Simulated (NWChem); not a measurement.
System: C2H3BFNO; SMILES N#CCB(O)F

Here is an NWChem input.

```
start job
memory heap 200 mb stack 900 mb global 1100 mb
geometry units angstroms noautoz
  N      0.371900     2.553072     0.000000
  C     -0.273725     1.591091     0.000000
  C     -0.970284     0.320746     0.000000
  B      0.045199    -0.908732     0.000000
  O      1.377810    -0.790851     0.000000
  F     -0.476751    -2.126997     0.000000
  H     -1.628237     0.244466     0.881997
  H     -1.628237     0.244466    -0.881997
  H      1.691063     0.122442     0.000000
end
basis spherical
  * library def2-tzvp
end
dft
  xc b3lyp
  iterations 150
  semidirect filesize 400000000
  mulliken
end
task dft energy
```

Parts of the log:

```
             Northwest Computational Chemistry Package (NWChem) 7.3.0
             --------------------------------------------------------

 CS  symmetry detected

                             Geometry "geometry" -> ""
                             -------------------------

 Output coordinates in angstroms (scale by  1.889725989 to convert to a.u.)

  No.       Tag          Charge          X              Y              Z
 ---- ---------------- ---------- -------------- -------------- --------------
    1 N                    7.0000     0.28174223     2.56421126     0.00000000
    2 C                    6.0000    -0.33424210     1.58298631     0.00000000
    3 C                    6.0000    -0.99173167     0.29198735     0.00000000
    4 B                    5.0000     0.06077783    -0.90594655     0.00000000
    5 O                    8.0000     1.38917351    -0.74747592     0.00000000
    6 F                    9.0000    -0.42377240    -2.13956419     0.00000000
    7 H                    1.0000    -1.64705204     0.19567535     0.88199700
    8 H                    1.0000    -1.64705204     0.19567535    -0.88199700
    9 H                    1.0000     1.67442544     0.17494637     0.00000000

 Effective nuclear repulsion energy (a.u.)     197.2492135848

      Symmetry information
      --------------------

 Group name             Cs
 Group number              2
 Group order               2
 No. of unique centers     8

                                 NWChem DFT Module
                                 -----------------

 Summary of "ao basis" -> "ao basis" (spherical)
 ------------------------------------------------------------------------------
       Tag                 Description            Shells   Functions and Types
 ---------------- ------------------------------  ------  ---------------------
 N                         def2-tzvp                11       31   5s3p2d1f
 C                         def2-tzvp                11       31   5s3p2d1f
 B                         def2-tzvp                11       31   5s3p2d1f
 O                         def2-tzvp                11       31   5s3p2d1f
 F                         def2-tzvp                11       31   5s3p2d1f
 H                         def2-tzvp                 4        6   3s1p

      Symmetry analysis of basis
      --------------------------

        a'        137
        a"         67

            General Information
            -------------------
          SCF calculation type: DFT
          Wavefunction type:  closed shell.
          No. of atoms     :     9
          No. of electrons :    44
           Alpha electrons :    22
            Beta electrons :    22
          Charge           :     0
          Spin multiplicity:     1
          Use of symmetry is: on ; symmetry adaption is: on
          Maximum number of iterations: 150
          AO basis - number of functions:   204
                     number of shells:    78
          Convergence on energy requested:  1.00D-06
          Convergence on density requested:  1.00D-05
          Convergence on gradient requested:  5.00D-04

              XC Information
              --------------
                         B3LYP Method XC Potential
                     Hartree-Fock (Exact) Exchange  0.200
                        Slater Exchange Functional  0.800 local
                    Becke 1988 Exchange Functional  0.720 non-local
              Lee-Yang-Parr Correlation Functional  0.810
                  VWN I RPA Correlation Functional  0.190 local

             Grid Information
             ----------------
          Grid used for XC integration:  medium
          Radial quadrature: Mura-Knowles
          Angular quadrature: Lebedev.
          Tag              B.-S. Rad. Rad. Pts. Rad. Cut. Ang. Pts.
          ---              ---------- --------- --------- ---------
          N                   0.65       49          11.0       434
          C                   0.70       49          10.0       434
          B                   0.85       49          10.0       434
          O                   0.60       49          10.0       434
          F                   0.50       49          12.0       434
          H                   0.35       45          10.0       434
          Grid pruning is: on
          Number of quadrature shells:   384
          Spatial weights used:  Erf1

      Superposition of Atomic Density Guess
      -------------------------------------

 Sum of atomic energies:        -329.89073428

      Non-variational initial energy
      ------------------------------

 Total energy =    -332.498673
 1-e energy   =    -841.921710
 2-e energy   =     312.173823
 HOMO         =      -0.394256
 LUMO         =       0.045048

      Symmetry analysis of molecular orbitals - initial
      -------------------------------------------------

  Numbering of irreducible representations:

     1 a'          2 a"

  Orbital symmetries:

     1 a'          2 a'          3 a'          4 a'          5 a'
     6 a'          7 a'          8 a'          9 a'         10 a'
    11 a'         12 a'         13 a"         14 a'         15 a'
    16 a'         17 a"         18 a"         19 a'         20 a'
    21 a"         22 a'         23 a"         24 a'         25 a'
    26 a"         27 a'         28 a'         29 a"         30 a'
    31 a'         32 a'

------------------------------------------------------------
EAF file 0: "./job.aoints.0" size=436731904 bytes
------------------------------------------------------------
               write      read    awrite     aread      wait
               -----      ----    ------     -----      ----
     calls:      833         0         0         0         0
   data(b): 4.37e+08  0.00e+00  0.00e+00  0.00e+00
   time(s): 0.00e+00  0.00e+00  0.00e+00  0.00e+00  0.00e+00
rate(mb/s): 0.00e+00  0.00e+00
------------------------------------------------------------

     ---------------------------------------------
      Total Density - Mulliken Population Analysis
     ---------------------------------------------

    Atom       Charge   Shell Charges
 -----------   ------   -------------------------------------------------------
    1 N    7     7.70   0.82  1.15  0.63  0.92  0.26  1.52  1.64  0.71  0.01  0.03  0.00
    2 C    6     5.55   0.86  1.12  0.59  0.51  0.10  1.03  0.99  0.25  0.03  0.06  0.02
    3 C    6     6.37   0.86  1.12  0.54  0.65  0.09  1.24  1.42  0.42  0.01  0.02  0.00
    4 B    5     4.13   0.91  1.07  0.50  0.33  0.03  0.68  0.33  0.04  0.10  0.10  0.04
    5 O    8     8.70   0.79  1.18  0.59  0.92  0.24  2.02  2.15  0.79  0.00  0.01  0.00
    6 F    9     9.42   0.77  1.20  0.61  0.99  0.32  2.36  2.32  0.83  0.00  0.01  0.00
    7 H    1     0.79   0.23  0.42  0.12  0.02
    8 H    1     0.79   0.23  0.42  0.12  0.02
    9 H    1     0.55   0.19  0.26  0.06  0.04

   convergence    iter        energy       DeltaE   RMS-Dens  Diis-err
 ---------------- ----- ----------------- --------- --------- ---------
 d= 0,ls=0.0,diis     1   -332.7788229179 -5.30D+02  9.97D-03  1.61D+00
 d= 0,ls=0.0,diis     2   -332.4224188561  3.56D-01  7.16D-03  5.03D+00
 d= 0,ls=0.0,diis     3   -332.9226518652 -5.00D-01  1.89D-03  2.25D-01
 d= 0,ls=0.0,diis     4   -332.9358297495 -1.32D-02  8.41D-04  1.09D-01
 d= 0,ls=0.0,diis     5   -332.9454275187 -9.60D-03  9.37D-05  1.36D-03
  Resetting Diis
 d= 0,ls=0.0,diis     6   -332.9455457652 -1.18D-04  2.83D-05  1.61D-04
 d= 0,ls=0.0,diis     7   -332.9455579029 -1.21D-05  2.06D-05  2.11D-05
 d= 0,ls=0.0,diis     8   -332.9455548344  3.07D-06  1.27D-05  6.06D-05
 d= 0,ls=0.0,diis     9   -332.9455595353 -4.70D-06  2.58D-06  3.69D-07
 d= 0,ls=0.0,diis    10   -332.9455595565 -2.13D-08  9.30D-07  1.30D-07

         Total DFT energy =     -332.945559556526
      One electron energy =     -845.914297484501
           Coulomb energy =      357.780354617855
    Exchange-Corr. energy =      -42.060830274664
 Nuclear repulsion energy =      197.249213584784

 Numeric. integr. density =       44.000008113322

                  Occupations of the irreducible representations
                  ----------------------------------------------

                     irrep           alpha         beta
                     --------     --------     --------
                     a'               18.0         18.0
                     a"                4.0          4.0

                       DFT Final Molecular Orbital Analysis
                       ------------------------------------

 Vector   20  Occ=2.000000D+00  E=-3.832769D-01  Symmetry=a'
              MO Center=  2.9D-01,  2.4D+00, -8.4D-16, r^2= 2.0D+00
   Bfn.  Coefficient  Atom+Function         Bfn.  Coefficient  Atom+Function
  ----- ------------  ---------------      ----- ------------  ---------------
     4      0.386102  1 N  s                  7      0.325048  1 N  py
    67      0.202377  3 C  s                 10      0.194562  1 N  py
    35     -0.168337  2 C  s                  3      0.163510  1 N  s
    37     -0.152984  2 C  px                44      0.153175  2 C  py
     6      0.151740  1 N  px                38     -0.149681  2 C  py

 Vector   21  Occ=2.000000D+00  E=-3.521820D-01  Symmetry=a"
              MO Center= -1.5D-01,  1.9D+00, -8.4D-16, r^2= 1.9D+00
   Bfn.  Coefficient  Atom+Function         Bfn.  Coefficient  Atom+Function
  ----- ------------  ---------------      ----- ------------  ---------------
     8      0.325073  1 N  pz                39      0.273251  2 C  pz
    11      0.258759  1 N  pz                42      0.221470  2 C  pz
    14      0.145407  1 N  pz                45      0.133019  2 C  pz
    70     -0.114377  3 C  pz               188     -0.102924  7 H  s
   194      0.102924  8 H  s                 73     -0.078594  3 C  pz

[...]
```

Level: B3LYP/def2-TZVP. The geometry was optimised at PBE0/def2-SVP. B3LYP is NWChem's, with the RPA form of VWN correlation.
